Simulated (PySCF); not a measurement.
**CuFCl + H₂O → CuF(OH) + HCl**

Level: PBE0 in the def2-TZVP basis family, all electrons, no relativity, computed in PySCF with density fitting; open shells unrestricted.

| species | state and structure | E (Eh) | ZPE (kJ/mol) | H(298 K) − H(0) (kJ/mol) | S° (J/(mol K)) |
| --- | --- | --- | --- | --- | --- |
| CuFCl | doublet, Cs, Cu–Cl 2.067 Å, Cu–F 1.725 Å; Cl–Cu–F 170.5° | -2200.16239 | 7.1 | 13.0 | 284.0 |
| H₂O | singlet, C2v, O–H 0.960 Å (×2); H–O–H 105.1° | -76.37736 | 56.5 | 9.9 | 188.7 |
| CuF(OH) | doublet, Cs, Cu–F 1.728 Å, Cu–O 1.732 Å, O–H 0.963 Å; Cu–O–H 117.4°, F–Cu–O 177.4° | -1815.84771 | 37.1 | 14.4 | 288.2 |
| HCl | singlet, C∞v, H–Cl 1.279 Å | -460.66440 | 17.9 | 8.7 | 186.6 |

(1) What is the electronic reaction energy?

(2) Add zero-point, thermal and entropy terms for 298.15 K and 1 bar.

Results:

(1) At PBE0/def2-TZVP, ΔE = 72.6 kJ/mol from the differences of the total energies times 2625.5, uphill. 

(2) ΔZPE = -8.6 and Δ[H(298) − H(0)] = 0.2 kJ/mol give ΔH° = 64.2 kJ/mol. ΔS° = 2.1 J/(mol K), so ΔG° = 64.2 − 298.15 × (0.0021) = 64 kJ/mol and log₁₀K = -11.1.

Open d or f shells are single determinants, so the state found may not be the ground state. Each species is the lowest minimum found with this bonding; other isomers or fragments can lie lower.
